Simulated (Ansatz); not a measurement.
`S[SiH](Cl)CCl` + `O[SiH2][Si](O)(F)F` → `O[SiH2][SiH](S)Cl` + `O[Si](F)(F)CCl`  (redistribution)

Program: Ansatz. Geometries: PBE0-D4/def2-TZVP. ΔE: electronic, gas phase. CCSD(T)/CBS is the MP2 limit (def2-TZVPP, def2-QZVPP) plus CCSD(T) − MP2 in def2-TZVPP, frozen cores. Each species was taken in one conformer, which may not be the lowest.

```csv
species,CCSD(T)/CBS(def2) energy (Eh)
`S[SiH](Cl)CCl`,-1646.95956
`O[SiH2][Si](O)(F)F`,-930.73712
`O[SiH2][SiH](S)Cl`,-1514.01709
`O[Si](F)(F)CCl`,-1063.68473
```

(1) Work out ΔE.

Largest T1 diagnostic among the species: 0.012.

Answers

(1) ΔE = (-1514.01709) + (-1063.68473) − (-1646.95956) − (-930.73712) = -0.00514 Eh = -0.14 eV.
